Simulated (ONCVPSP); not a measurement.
## fluorine (F): excitation energies, all-electron against ONCV

ONCVPSP 4.0.1 input, shortened (lines: element, Z, core and valence counts, functional; n l f; lmax; l rc ep ncon nbas qcut; lloc lpopt rc5 dvloc0; l nproj debl; icmod fcfact rcfact), PBE, fully relativistic:

```
  F 9.00    1    2        4      upf
    1    0    2.00
    2    0    1.50
    2    1    5.50
    2
    0    0.55    0.00    4    9   13.10
    1    1.35    0.00    3    7   10.60
    2    1.50    0.30    4    7    6.00
    0    5    0.55    0.00
    0    0    0.80
    1    2    2.10
    2    2    0.60
    1    0.20    0.00
```

Open shells are filled in proportion to 2j + 1.

Energies are relative to the spin-unpolarised reference configuration 2s1.5 2p5.5; without spin polarisation the order of configurations can differ from experiment.

Task: Give the all-electron excitation energy and the error of the potential for: 2s2 2p5; 2s2 2p4; 2s2 2p3; 2s1 2p6.

Result:

```
valence configuration  charge  ΔE all-electron (eV)  error AE − PS (meV)
              2s2 2p5       0                -9.400                 +3.3
              2s2 2p4      +1                 9.990                  +66
              2s2 2p3      +2                48.374                 +318
              2s1 2p6       0                 9.413                 +3.6
```

Levels in the configuration 2s2 2p4:

```json
{"level": "2s j=1/2", "all-electron (eV)": "-47.386", "pseudo (eV)": "-47.357"}
{"level": "2p j=3/2", "all-electron (eV)": "-28.282", "pseudo (eV)": "-28.157"}
{"level": "2p j=1/2", "all-electron (eV)": "-28.357", "pseudo (eV)": "-28.230"}
```
